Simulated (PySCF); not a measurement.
`CC[P@](=O)(O)c1ccccc1F`, C₈H₁₀FO₂P

Molfile (atoms numbered from 1):
```
C8H10FO2P
     RDKit          3D

 22 22  0  0  0  0  0  0  0  0999 V2000
    1.9864    1.7642    0.2010 C   0  0  0  0  0  0  0  0  0  0  0  0
    2.2441    0.5243   -0.6393 C   0  0  0  0  0  0  0  0  0  0  0  0
    1.3721   -0.8981    0.1180 P   0  0  2  0  0  5  0  0  0  0  0  0
    1.8434   -1.3055    1.4466 O   0  0  0  0  0  0  0  0  0  0  0  0
    1.5566   -2.0819   -0.9632 O   0  0  0  0  0  0  0  0  0  0  0  0
   -0.4120   -0.5231    0.0814 C   0  0  0  0  0  0  0  0  0  0  0  0
   -1.1355   -0.5844    1.2619 C   0  0  0  0  0  0  0  0  0  0  0  0
   -2.4927   -0.3140    1.2675 C   0  0  0  0  0  0  0  0  0  0  0  0
   -3.1370    0.0183    0.0864 C   0  0  0  0  0  0  0  0  0  0  0  0
   -2.4300    0.0867   -1.1028 C   0  0  0  0  0  0  0  0  0  0  0  0
   -1.0748   -0.1832   -1.0863 C   0  0  0  0  0  0  0  0  0  0  0  0
   -0.3763   -0.1087   -2.2350 F   0  0  0  0  0  0  0  0  0  0  0  0
    0.9303    2.0310    0.1778 H   0  0  0  0  0  0  0  0  0  0  0  0
    2.5647    2.6094   -0.1665 H   0  0  0  0  0  0  0  0  0  0  0  0
    2.2645    1.5701    1.2353 H   0  0  0  0  0  0  0  0  0  0  0  0
    1.9205    0.6561   -1.6698 H   0  0  0  0  0  0  0  0  0  0  0  0
    3.3053    0.2647   -0.6376 H   0  0  0  0  0  0  0  0  0  0  0  0
    1.8218   -2.8738   -0.4911 H   0  0  0  0  0  0  0  0  0  0  0  0
   -0.6053   -0.8474    2.1649 H   0  0  0  0  0  0  0  0  0  0  0  0
   -3.0487   -0.3609    2.1910 H   0  0  0  0  0  0  0  0  0  0  0  0
   -4.1956    0.2292    0.0867 H   0  0  0  0  0  0  0  0  0  0  0  0
   -2.9120    0.3462   -2.0324 H   0  0  0  0  0  0  0  0  0  0  0  0
  1  2  1  0
  2  3  1  0
  3  4  2  0
  3  5  1  6
  3  6  1  0
  6  7  2  0
  7  8  1  0
  8  9  2  0
  9 10  1  0
 10 11  2  0
 11 12  1  0
 11  6  1  0
  1 13  1  0
  1 14  1  0
  1 15  1  0
  2 16  1  0
  2 17  1  0
  5 18  1  0
  7 19  1  0
  8 20  1  0
  9 21  1  0
 10 22  1  0
M  END
```

Level of theory: PySCF 2.14.0, GIAO PBE0/pcSseg-1 magnetisability, rotational g tensor and spin-rotation constants, non-relativistic, gas phase. Geometry: GFN2-xTB.

Q: What are the magnetisability and the molar susceptibility?

A: Isotropic -1875 × 10⁻³⁰ J/T², or -112.9 × 10⁻⁶ cm³/mol; principal values -2571, -1545, -1509 × 10⁻³⁰ J/T², anisotropy 1044 × 10⁻³⁰ J/T² (root of half the summed squared differences of the principal values). The susceptibility is in cgs units.

Q: Split it along the inertial axes a, b, c into diamagnetic and paramagnetic parts about the centre of mass, with the quadrupole moment.

A: 
```
axis  χ (10⁻⁶ cm³/mol)  diamagnetic (10⁻⁶ cm³/mol)  paramagnetic (10⁻⁶ cm³/mol)  summed x² of all electrons (Å²)  quadrupole Θ (D Å)
   a             -92.4                     -1069.1                        976.7                            358.0               +9.28
   b             -92.8                     -1980.6                       1887.8                            143.2               -9.05
   c            -153.6                     -2126.2                       1972.6                            108.8               -0.23
```
Anisotropies 2χaa − χbb − χcc = +61.6 and 2χbb − χaa − χcc = +60.5 × 10⁻⁶ cm³/mol. Θ is traceless in Buckingham's convention.

Q: And the rotational g tensor?

A: 
| axis | rotational constant (GHz) | g | nuclear part | electronic part |
| --- | --- | --- | --- | --- |
| a | 1.2793 | -0.0275 | 0.5595 | -0.5870 |
| b | 0.6439 | -0.0105 | 0.5606 | -0.5711 |
| c | 0.5861 | +0.0058 | 0.5489 | -0.5431 |

Asymmetric top; isotopes 12C, 19F, 1H, 16O, 31P; no vibrational averaging.
